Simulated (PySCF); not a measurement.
**What binds GeTe: the parts of the energy along the bond**

State: ¹Σ⁺, singlet, closed shell. RHF-based CCSD(T) in PySCF 2.14 with Ge cc-pwCVDZ-PP with ECP10, Te aug-cc-pVDZ-PP with ECP28 and Ge cc-pwCVTZ-PP with ECP10, Te aug-cc-pVTZ-PP with ECP28 (frozen core orbitals: 13; scalar-relativistic core potentials). Correlation energies are extrapolated as n⁻³ (n = 2, 3), Hartree–Fock as (n+1)·exp(−9√n). All energies in eV from Ge + Te.

```json
{"R (Å)": "2.0694", "HF/CBS": "-1.123", "CCSD corr.": "-1.849", "(T)": "-0.2719", "total": "-3.244"}
{"R (Å)": "2.1635", "HF/CBS": "-1.747", "CCSD corr.": "-1.868", "(T)": "-0.2948", "total": "-3.909"}
{"R (Å)": "2.2576", "HF/CBS": "-2.030", "CCSD corr.": "-1.890", "(T)": "-0.3210", "total": "-4.241"}
{"R (Å)": "2.3516", "HF/CBS": "-2.071", "CCSD corr.": "-1.915", "(T)": "-0.3511", "total": "-4.337"}
{"R (Å)": "2.4457", "HF/CBS": "-1.939", "CCSD corr.": "-1.945", "(T)": "-0.3853", "total": "-4.269"}
{"R (Å)": "2.5633", "HF/CBS": "-1.614", "CCSD corr.": "-1.987", "(T)": "-0.4343", "total": "-4.035"}
{"R (Å)": "2.6809", "HF/CBS": "-1.176", "CCSD corr.": "-2.032", "(T)": "-0.4906", "total": "-3.699"}
```

A fit to the total gives Re = 2.3541 Å, De = 4.337 eV, ωe = 323.2 cm⁻¹, Be = 0.06457 cm⁻¹ (masses 73.9212 and 129.9062 u).

**Question.** At R = 2.3516 Å the CCSD correlation energy is -0.425848 hartree in the smaller basis and -0.664410 in the larger. Extrapolate it.

**Answer.** (3³·E3 − 2³·E2)/(3³ − 2³) = -0.76486 hartree; the larger basis holds 86.9 % of it.

The T1 diagnostic is 0.027, large enough to doubt a single reference. The open-shell atoms are computed with UHF. Spin–orbit coupling, excitations beyond (T) and corrections to the Born–Oppenheimer picture are left out, and spin–orbit coupling matters for open p, d or f shells this heavy.
